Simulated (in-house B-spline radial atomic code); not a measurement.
The numbers below are computed, except where a source is named.
## Making a Troullier-Martins p channel for Ge, r_c = 0.62 bohr

Ge, [Ar] 3d10 4s2 4p2, non-relativistic PBE, spherical and spin-unpolarised, from a B-spline radial code for spherical atoms (atomic units). The all-electron 3p level is ε = -4.203010 hartree, its outermost node lies just inside 0.24 bohr and its outer maximum at 0.55 bohr.

Inside r_c the pseudo-orbital is u(r) = r^2 exp(p(r)), with p = c0 + c2 r² + c4 r⁴ + … + c12 r¹². The seven coefficients follow from p and its first four derivatives at r_c, from zero curvature of the screened potential at the origin, c4 = −c2²/(2l + 5), and from the norm inside r_c. At r_c the all-electron orbital has P = 1.301631, P' = -0.9708395, the screened potential V = -10.6196, V' = 37.44163, V'' = -179.6957, and the norm inside is Q = 0.4993945.

What are p, p' and p'' at r_c?

p = ln(P/r_c^2) = ln(1.301631/0.3844) = 1.21969. p' = P'/P − 2/r_c = -0.74586 − 3.22581 = -3.97167. The radial equation gives p'' = 2(V − ε) − 2(2) p'/r_c − p'² = -12.83318 − (-25.62368) − 15.77416 = -2.98367. Differentiating, p''' = 2V' + 2(2)p'/r_c² − 2(2)p''/r_c − 2p'p'' = 29.104, and p'''' = 2V'' − 4(2)p'/r_c³ + 4(2)p''/r_c² − 2(2)p'''/r_c − 2p''² − 2p'p''' = -262.56.

For a trial c2 the five matching conditions are linear in c0, c6, c8, c10 and c12, and c2 is varied until the norm inside r_c equals Q. The root nearest zero gives:

```tsv
n	c_n
0	2.343835
2	-1.989943
4	-0.5656962
6	-28.02054
8	109.1844
10	-160.5839
12	86.72437
```

Check c4 and p(r_c), and find the screened pseudopotential at the origin.

−c2²/7 = -0.565696, as listed. The terms c_n r_c^n are 2.34384, -0.76493, -0.08359, -1.59157, 2.38393, -1.34778, 0.27980, which sum to 1.21969. Inverting the radial equation, V_l(r) = ε + 2 p'/r + (p'' + p'²)/2, so V_l(0) = ε + (2l + 3) c2 = -4.20301 + 5 × (-1.98994) = -14.1527 hartree, finite where the all-electron potential diverges.

Orbitals and screened potentials:

| r (bohr) | P | u | V all-electron | V pseudo |
| --- | --- | --- | --- | --- |
| 0.062 | -0.5116 | 0.03975 | -406.6 | -14.16 |
| 0.155 | -0.5838 | 0.2385 | -122.4 | -14.51 |
| 0.248 | 0.128 | 0.563 | -59.79 | -15.88 |
| 0.341 | 0.8081 | 0.9284 | -34.68 | -17.79 |
| 0.434 | 1.203 | 1.216 | -22.24 | -17.92 |
| 0.527 | 1.337 | 1.337 | -15.04 | -14.77 |
| 0.62 | 1.302 | 1.302 | -10.62 | -10.62 |

Logarithmic derivatives P'/P at R = 0.92 bohr, for energies E around ε:

| E − ε (hartree) | all-electron | pseudo |
| --- | --- | --- |
| -0.5 | -0.972306 | -0.972749 |
| -0.25 | -1.45916 | -1.45929 |
| -0.1 | -1.79289 | -1.7929 |
| 0 | -2.0363 | -2.03629 |
| 0.1 | -2.29899 | -2.299 |
| 0.25 | -2.73502 | -2.73523 |
| 0.5 | -3.60306 | -3.60423 |

With P(R) = 0.821876 and a norm of 0.8533024 inside R, what slope in energy does norm conservation fix?

d(P'/P)/dE = −2 × (norm inside R)/P(R)² = -2.5265 per hartree·bohr at E = ε, for both atoms, since orbital and norm agree at R. Differences over ±0.1 hartree give -2.5305 (all-electron) and -2.5305 (pseudo), which also hold third-order terms. Half a hartree below ε the two curves differ by -0.0004.
